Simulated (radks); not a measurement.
Problem. The mean radii <r> (bohr) of the occupied orbitals of an atom or ion are listed with their occupations. Method: scalar-relativistic Kohn-Sham, Slater X-alpha with alpha = 0.928, spin-polarised, spherical densities, finite nucleus; Fermi nuclear charge, rms radius of each element as measured or else 0.836 A^(1/3) + 0.57 fm; computed with a radial shooting solver on a logarithmic mesh with Libxc functionals.

orbital  occ.      <r>
1s up       1  0.02778
1s down     1  0.02778
2s up       1   0.1195
2s down     1   0.1195
2p up       3   0.1043
2p down     3   0.1043
3s up       1   0.3205
3s down     1   0.3204
3p up       3   0.3180
3p down     3   0.3180
3d up       5   0.2939
3d down     5   0.2939
4s up       1   0.7576
4s down     1   0.7570
4p up       3   0.8114
4p down     3   0.8097
4d up       5   0.9518
4d down     5   0.9411
5s up       1    1.976
5s down     1    1.945
5p up       3    2.350

Name the element and its charge. Open shells, if any, are filled with parallel spins first.

Solution. Z = 52, tellurium, charge +1: Te+ in [Kr] 4d10 5s2 5p3. The 1s radius gives Z: for a bare nucleus <r> = (2 gamma + 1)/(2Z) with gamma = sqrt(1 - (Z/c)^2), 0.02741 bohr for Z = 52, and screening makes it slightly larger (0.02778 here). The occupations add up to 51, and the charge is Z minus that.
